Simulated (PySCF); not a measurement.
A GIAO shielding run with PySCF 2.14.0 with density-fitted response routines (density fitting, non-relativistic, gas phase) on `O=C1CCC(=O)[SiH2]1`, C$_{4}$H$_{6}$O$_{2}$Si:

```
$ OMP_NUM_THREADS=1 python probes_run.py task.json out

{"job": {"kind": "nmr", "xc": "PBE0", "basis": "pcSseg-1"}, "charge": 0, "multiplicity": 1}
O      0.719686    -2.447378    -0.497013
C      0.445504    -1.283773    -0.340935
C     -0.976869    -0.752332    -0.391353
C     -1.097561     0.526701     0.430786
C      0.170265     1.355435     0.311118
O      0.189222     2.554406     0.436015
Si     1.664203     0.180718    -0.029159
H     -1.174277    -0.536932    -1.446259
H     -1.686030    -1.518467    -0.074068
H     -1.972131     1.117949     0.155229
H     -1.187493     0.277436     1.492899
H      2.415483     0.544935    -1.223378
H      2.485610    -0.018212     1.158390
```

Hardware: 1 thread of an Intel Xeon, shared host. The job also computes population analyses, field gradients, ring-centre shieldings.

Problem. How large is the calculation?

Solution. 60 electrons, 156 basis functions and 831 auxiliary functions.

Problem. How long does it take, and how much memory does it need?

Solution. 69 s of wall time, with 13 SCF cycles and 6 response iterations; peak memory 0.73 GiB. Times on a shared host scatter by some tens of per cent.
